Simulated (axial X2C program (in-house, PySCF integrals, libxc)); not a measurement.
Nuclear properties of ScAs

Calculated with an in-house all-electron X2C program for linear molecules (integrals from PySCF): two-component X2C with atomic mean-field Coulomb and Gaunt terms, Gaussian nuclei, basis As dyall-cv3z, Sc dyall-cv3z with contracted cores.

R = 2.389 Å (near the PBE0 minimum at charge 0 of the determinant lowest at the starting distance; the state shown can have its own minimum elsewhere).

Determinant lowest in the PBE0 search, Ω = 0 (closed shell), highest spinor 49% As p, 40% Sc d, 7% Sc p:

| level | qzz As (a.u.) | qzz Sc (a.u.) | μ (D) |
| --- | --- | --- | --- |
| PBE0 | 0.39 | -0.41 | 7.03 |
| HF | -0.95 | -0.53 | 5.28 |
| B3LYP | 0.59 | -0.48 | 6.51 |
| BP86 | 0.34 | -0.60 | 6.30 |
| r2SCAN | 0.24 | -0.42 | 6.96 |

Determinant 0.14 eV from it at PBE0 and this distance, Ω = 2 (⟨Sz⟩ = 1.00, ⟨Lz⟩ = 1.00 at PBE0), spin on the atoms As 0.40, Sc 0.60:

| level | Eeff magnitude (GV/cm) | Ws magnitude As (kHz) | Ws magnitude Sc (kHz) | A∥/gI As (MHz) | qzz As (a.u.) | A∥/gI Sc (MHz) | qzz Sc (a.u.) | μ (D) |
| --- | --- | --- | --- | --- | --- | --- | --- | --- |
| PBE0 | 0.459 | 0.0387 | 0.042 | 154 | -2.31 | 222 | -0.83 | 5.39 |
| HF | 0.29 | 0.0529 | 0.0948 | 30 | -4.10 | 253 | -1.58 | 3.12 |
| B3LYP | 0.439 | 0.036 | 0.0403 | 175 | -2.16 | 228 | -0.87 | 5.06 |
| BP86 | 0.5 | 0.0507 | 0.0399 | 182 | -2.60 | 243 | -0.94 | 4.55 |
| r2SCAN | 0.588 | 0.0565 | 0.0503 | 156 | -2.65 | 256 | -0.90 | 5.15 |

Eeff is the effective electric field on the electron electric dipole moment in this Ω state and Ws the scalar–pseudoscalar constant of the nucleus named (defined with the proton number Z and per Ω); A∥ (defined per Ω) follows by multiplying with gI = μI/(I μN); qzz is the electric field gradient, eQq0 = 234.96 MHz × Q/barn × qzz; μ is positive if the Sc end (last atom) is positive. The operators were transformed with the bare-nucleus X2C matrices; with these basis sets, hyperfine constants and field gradients can be off by tens of per cent, and where levels differ in sign neither size nor sign is settled.

Problem. With Q(45Sc) = -0.22 barn (Q from Pyykkö, Mol. Phys. 2018), turn the PBE0 values of the first state into constants in MHz.

Solution. eQq0(45Sc) = 234.96 × (-0.22) × (-0.41) = 21.2 MHz.

Each state is one determinant with collinear spin, which with several unpaired electrons need not be a pure state. Unrestricted Hartree–Fock can overshoot spin polarisation at the nuclei. With several open shells hyperfine constants can be off by a factor of several. Where Eeff spreads by more than a factor of two the levels disagree and none is to be relied on. Open-shell Ω = 0 determinants with evenly filled partner blocks cannot be reached by this program, so the Ω shown need not be the lowest component. At HF a later determinant lies lower. States lie within half an eV, so the first need not be the ground state. The sign of Ws at As differs between levels in the second state. Further determinants of the search, some of them spin-mixed, are not shown. Where a field gradient or hyperfine factor spreads by more than a factor of two over the levels, a constant derived from it is not to be relied on. PBE0 term energies can be off by some tenths of an eV.
